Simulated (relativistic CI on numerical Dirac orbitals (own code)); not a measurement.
## One change at a time: As XXVII

Base calculation: Dirac-Coulomb-Breit CI, separate exchange-only KLI orbitals for each configuration, QED by a radiative potential, unscaled Slater integrals.

CI space (outside the closed core 1s2): 2s2.2p3, 2s.2p4, 2p5, 2p4.3s, 2p4.3p, 2p4.3d, 2s2.2p2.3s, 2s2.2p2.3p, 2s2.2p2.3d, 2s.2p3.3s, 2s.2p3.3p, 2s.2p3.3d, 2s2.2p2.4s, 2s2.2p2.4p, 2s2.2p2.4d, 2s2.2p2.4f. Levels of other configurations are missing.

Variants: (1) P86 correlation estimate; (2) Breit term removed; (3) non-relativistic limit. Shifts of the energy above 2s2.2p3 4S°_3/2, in eV, for the lowest level and the first level of each name with at least 55 % of one term (blank where a level changes its place among those of its configuration and J or its character, or is not in the variant):

```csv
Level,Base,Δ(1),Δ(2),Δ(3)
2s2.2p3 4S°_3/2,0.000,0.000,0.000,0.000
2s2.2p3 2D°_3/2,32.833,-0.001,+0.454,-7.273
2s2.2p3 2D°_5/2,43.681,-0.002,+1.357,-18.121
2s2.2p3 2P°_1/2,58.179,+0.005,+0.447,-20.271
2s2.2p3 2P°_3/2,87.803,+0.004,+1.505,-49.894
2s.2p4 4P_5/2,142.805,+0.341,+0.177,-31.118
2s.2p4 4P_3/2,166.294,+0.341,+0.238,-54.606
2s.2p4 4P_1/2,169.018,+0.341,-0.075,-57.330
2s.2p4 2D_3/2,199.859,+0.341,+0.212,-46.589
2s.2p4 2D_5/2,209.351,+0.341,+1.049,-56.081
2s.2p4 2P_3/2,237.873,+0.341,+0.758,-51.780
2s.2p4 2P_1/2,273.365,+0.341,+1.083,-87.272
2p5 2P°_3/2,362.590,+0.574,-0.392,-69.393
2p5 2P°_1/2,401.437,+0.576,+0.494,-108.241
```

At this charge energies of transitions that change n are usually good to better than 1 %, and those within a shell (Δn = 0) to a few per cent.

Ionisation energy from the two ground configurations alone: base 2765.69 eV; P86 correlation estimate 2767.25 eV; Breit term removed 2766.65 eV. The NIST ASD value (semi-empirical) is 2766 eV.

LS names give the leading component of a level, which can be under half, so a name can repeat, a term be missing and a line seem to break the LS rules.
